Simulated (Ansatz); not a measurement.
Reaction (formal exchange of groups at the Si–Ga bond): `C[SiH2][GaH][Cl]` + `CC(N)=O` → `C[SiH2]C(N)=O` + `[CH3][GaH][Cl]`

Gas-phase electronic energies from Ansatz, PBE0-D4/def2-TZVP geometries. CCSD(T)/CBS is the MP2 limit (def2-TZVPP, def2-QZVPP) plus CCSD(T) − MP2 in def2-TZVPP, frozen cores. DFT in def2-TZVPP. For Ga outer-core shells are correlated without core-valence functions, which leaves a few kJ/mol of doubt a bond. Scalar relativity is left out up to krypton. One conformer a species, not always the lowest.

| level | ΔE (eV) |
| --- | --- |
| revPBE-D4 | 0.18 |
| SCS-MP2/def2-TZVPP | 0.09 |

Problem. What does CCSD(T)/CBS give? (Estimate.)

Solution. The calculation gave: +0.12 eV. The listed levels differ from it by 0.06, -0.03 eV.

Largest T1 diagnostic among the species: 0.015.

From PBE to PBE0 (25 % exact exchange), in def2-TZVPP and without D4, ΔE moves by +0.04 eV. Leaving LDA and LC-ωPBE aside and taking each functional with its dispersion term where it has one, the values, not all of them listed here, spread over 0.11 eV, from ωB97M-V to PBE0-D4. At CCSD(T), def2-SVP lies +0.11 eV from the extrapolated value and def2-TZVPP +0.01 eV.
